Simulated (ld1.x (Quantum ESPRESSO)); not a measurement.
**PBEsol ultrasoft dataset for Pb (Z = 82), fully relativistic all-electron reference.**

| Item | Value |
| --- | --- |
| Element | lead |
| Generator | ld1.x (Quantum ESPRESSO) 7.5 |
| Type | ultrasoft |
| Functional | PBEsol |
| Relativity | fully relativistic |
| Frozen core | [Xe] 4f14 |
| Valence charge | 14 |
| Reference configuration | 5d10 6s1.75 6p2.25 |
| Partial waves | 6s (bound): rcut 1.85, rcutus 1.95 bohr; 6s channel at -0.4 Ry: rcut 1.85, rcutus 1.95 bohr; 6p (bound): rcut 1.75, rcutus 2.68 bohr; 6p channel at 0.25 Ry: rcut 1.75, rcutus 2.68 bohr; 5d (bound): rcut 1.20, rcutus 1.50 bohr; 5d channel at -1.25 Ry: rcut 1.20, rcutus 1.50 bohr |
| Local potential | all-electron potential smoothed inside 1.85 bohr (lloc = -2) |
| Core correction | Bessel-smoothed model core, default radius (core density twice the valence density) |
| Augmentation charge | PSQ, inside the norm-conserving radii |

Open shells are filled in proportion to 2j + 1 (rel_dist='average').

All-electron outer shells of the reference configuration (PBEsol, scalar-relativistic, ld1.x):

```
shell  level (eV)  outermost node (bohr)  outermost maximum (bohr)
   4f     -133.41                      –                      0.35
   5p      -86.28                   0.49                      0.88
   5d      -21.60                   0.52                      1.07
   6s      -12.39                   1.01                      1.95
   6p       -3.71                   1.18                      2.63
```

(1) Estimate the cutoffs (Ry, on a coarse ladder) from which the occupation-weighted sum of valence levels, in a spherical-Bessel basis at the reference potential, stays within 10 and 1 mRy of its value at 400 Ry.

(2) What does a ghost test show?

(3) Is the overlap operator S = 1 + Σ q|β⟩⟨β| positive definite (Bessel basis up to 400 Ry)?

(4) Which valence shell sets the plane-wave cutoff?

(5) Tests: 5d10 6s2 6p2; 5d10 6s2 6p1; 5d10 6s2 6p0; 5d9 6s2 6p3; 5d10 6s1 6p2; 5d10 6s1 6p0; 5d10 6s2 6p2.3. Which has the largest error in its energy relative to the reference configuration, and how large is it?

Answers

(1) 50 Ry and 90 Ry.

(2) No extra level below or beside the all-electron valence levels (s, p1/2, p3/2, d3/2, d5/2, f tested).

(3) Yes: its lowest eigenvalue is 0.46 (s channel).

(4) 5d: its level needs 55 Ry to come within 1 mRy, against 12 Ry for 6s.

(5) 5d10 6s1 6p0, with -43 meV (all-electron minus pseudo) on +50.69 eV.
